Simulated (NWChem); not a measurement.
Species: CH₃AlF₂; SMILES [CH3][Al]([F])[F]

```xyz
7

Al    -0.0050     0.0473     0.0006
C     -0.0085    -1.8796     0.0014
H      0.4851    -2.2673    -0.9046
H     -1.0281    -2.2908     0.0396
H      0.5553    -2.2701     0.8638
F     -1.3995     0.9461    -0.0011
F      1.4054     0.9212    -0.0009
```
Atoms are numbered in this order, from 1.

The geometry was optimised at PBE0/def2-SVP.

### Question
Give the principal values of the shielding tensors (ppm) of Al1, C2, F6, F7 from KT2/pcSseg-1, GIAO (NWChem), with their diamagnetic and paramagnetic parts as GIAO splits them.

### Answer
| atom | σ11 | σ22 | σ33 | isotropic | diamagnetic | paramagnetic |
|---|---|---|---|---|---|---|
| Al1 | 383.4 | 417.1 | 535.1 | 445.2 | 797.4 | -352.2 |
| C2 | 198.5 | 199.4 | 207.9 | 201.9 | 253.7 | -51.8 |
| F6 | 201.7 | 285.2 | 429.7 | 305.6 | 470.8 | -165.2 |
| F7 | 206.5 | 283.9 | 432.8 | 307.7 | 470.8 | -163.0 |
